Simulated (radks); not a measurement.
All-electron atom: Ir5+ in [Xe] 4f14 5d4. All-electron calculation, Dirac Kohn-Sham, PBE, spin-unpolarised, spherical densities, point nucleus; open shells fill j = l - 1/2 first. Program: a radial shooting solver on a logarithmic mesh with Libxc functionals.

Radial electron density D(r) = 4 pi r^2 rho(r):

```
   r/bohr * D(r) (the largest magnitude, 142, reaches the edge; | marks zero)
 0.002327 |           *
 0.002666 |             *
 0.003079 |                *
 0.003556 |                   *
 0.004074 |                      *
 0.004705 |                          *
 0.005434 |                             *
 0.006225 |                                 *
  0.00719 |                                    *
 0.008237 |                                       *
 0.009513 |                                         *
  0.01099 |                                          *
  0.01259 |                                          *
  0.01454 |                                         *
  0.01679 |                                       *
  0.01923 |                                      *
  0.02221 |                                     *
  0.02565 |                                     *
  0.02939 |                                       *
  0.03394 |                                           *
  0.03889 |                                                *
  0.04491 |                                                    *
  0.05186 |                                                      *
  0.05942 |                                                     *
  0.06862 |                                                  *
  0.07925 |                                             *
   0.0908 |                                          *
   0.1049 |                                           *
   0.1201 |                                              *
   0.1387 |                                                 *
   0.1602 |                                                 *
   0.1836 |                                            *
    0.212 |                                    *
   0.2448 |                            *
   0.2805 |                          *
    0.324 |                             *
   0.3741 |                               *
   0.4286 |                               *
    0.495 |                          *
   0.5672 |                   *
    0.655 |             *
   0.7564 |         *
   0.8667 |       *
    1.001 |      *
    1.156 |    *
    1.324 |   *
    1.529 | *
    1.766 |*
    2.024 |*
    2.337 *
    2.677 *
    3.092 *
    3.571 *
    4.091 *
    4.725 *
```

D(r) has 4 maxima, at r = 0.0118, 0.0536, 0.149, 0.393 bohr, and minima at 0.0231, 0.0960, 0.276 bohr, inside which lie 2.02, 11.06, 29.92 electrons.
